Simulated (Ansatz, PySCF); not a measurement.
Reaction (SMILES): OBO -> O[B]O + H atom (the B-H bond at the site shown breaks; other sites are not compared here)
Each molecule is optimised on its own at B3LYP-D3(BJ)/def2-TZVP (Ansatz, an electronic-structure program), one conformer each, not searched for the lowest. Frequencies are from Ansatz or PySCF.
Geometry of the first species:
```
B
O 1 1.3567
H 2 0.9653 1 112.89
O 1 1.3670 2 119.37 3 0.00
H 4 0.9609 1 113.80 2 180.00
H 1 1.1934 2 118.36 3 180.00
```
Charge 0, spin multiplicity 1.

Wanted: bond dissociation energy (0 K, with B3LYP-D3(BJ) harmonic zero-point energies), in kcal/mol. Correlated levels leave the core frozen unless marked. Open shells are spin-unrestricted. No spin-orbit coupling. Non-relativistic unless marked X2C. CBS(X,Y): correlation extrapolated as X^-3; Hartree-Fock from the larger set. [CCSD(T)-MP2]/basis is that difference in the basis named.

| level | program | bond dissociation energy (kcal/mol) |
|---|---|---|
| BP86-D3(BJ)/def2-TZVPD | PySCF + dftd3 | 105.9 |
| HSE06-D3(BJ)/def2-TZVPD | Ansatz + dftd3 | 104.2 |

Question: What does RI-MP2/CBS(aug-cc-pVTZ,aug-cc-pVQZ)+[CCSD(T)-MP2]/aug-cc-pVTZ (Ansatz) give?

Answer: 110.2 kcal/mol
